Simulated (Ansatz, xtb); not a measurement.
## Two structures of CH5GeLi

Structure a: a singlet given by its coordinates. Structure b: `[Li][GeH2][CH3]`, a singlet. Both are isolated molecules in the gas phase, relaxed with PBE0-D3(BJ)/def2-SVP.

a (Å):

```xyz
8

C    -0.4295    1.6830   -0.5423
Ge   -2.0992    0.4617   -0.1691
Li   -0.2931   -0.3277   -1.4725
H    -2.0892   -0.0425   -1.7525
H    -1.0953   -0.8341    0.1041
H    -0.0228    1.9733    0.4386
H    -0.8058    2.5963   -1.0280
H     0.4696    1.3975   -1.1434
```

Close contacts (Å): C1–Ge2 2.10, C1–Li3 2.22, Ge2–Li3 2.36, C1–H6 1.10, C1–H7 1.10, C1–H8 1.12, Ge2–H4 1.66, Ge2–H5 1.66, Li3–H4 1.84, Li3–H5 1.84, Li3–H8 1.91.

b (Å):

| atom | x (Å) | y (Å) | z (Å) |
| --- | --- | --- | --- |
| C | -0.2126 | 1.7761 | -0.8561 |
| Ge | -1.2103 | 0.0731 | -0.5708 |
| Li | -3.2970 | 0.1279 | 0.7568 |
| H | -1.3761 | -0.4863 | -2.0256 |
| H | -0.1077 | -0.8930 | -0.0161 |
| H | 0.0903 | 2.2103 | 0.1089 |
| H | -0.8466 | 2.5103 | -1.3764 |
| H | 0.6917 | 1.6097 | -1.4601 |

Energies in hartree; the thermal terms are from PBE0-D3(BJ)/def2-SVP harmonic frequencies (ideal gas, rigid rotor, one conformer each, 298.15 K, 1 atm) and include the zero-point energy:

```
                                a            b
E, CCSD(T)/def2-TZVP  −2124.121125  −2124.121005
   zero-point energy      0.051900      0.051932
        H(298 K) − E      0.057781      0.058537
        G(298 K) − E      0.024442      0.023413
```

Q: Work out ΔE, ΔE₀, ΔH and ΔG for a → b in kJ/mol (1 Eh = 2625.50 kJ/mol) and the equilibrium ratio [b]/[a].

A: 1. ΔE = −2124.121005 − (−2124.121125) = +0.000120 Eh = +0.32 kJ/mol.
2. ΔE₀ = ΔE + ΔZPE = +0.000120 + (+0.000032) Eh = +0.40 kJ/mol.
3. ΔH = ΔE + (+0.000756) Eh = +2.30 kJ/mol.
4. ΔG = ΔE + (−0.001029) Eh = −2.39 kJ/mol, so ΔS = (ΔH − ΔG)/T = +15.7 J/(mol K).
5. kT = 0.9442 mEh, so K = [b]/[a] = exp(−ΔG/kT) = exp(+0.96) ≈ 2.6.

The two are too close for this level to say which is favoured. An error of 4 kJ/mol in ΔG would change K by a factor of 5. Mirror images and further conformers aren't counted.

Other levels gave ΔE = +16.8 (PBE0-D3(BJ)/def2-SVP); −13.1 (HF/def2-TZVP); −2.0 (MP2/def2-TZVP) kJ/mol. The correlated steps freeze 10 core orbitals; the filled d shell of Ge is correlated; the last core shell of Li is correlated, in a basis made for valence electrons. Programs: Ansatz 0.2.0.
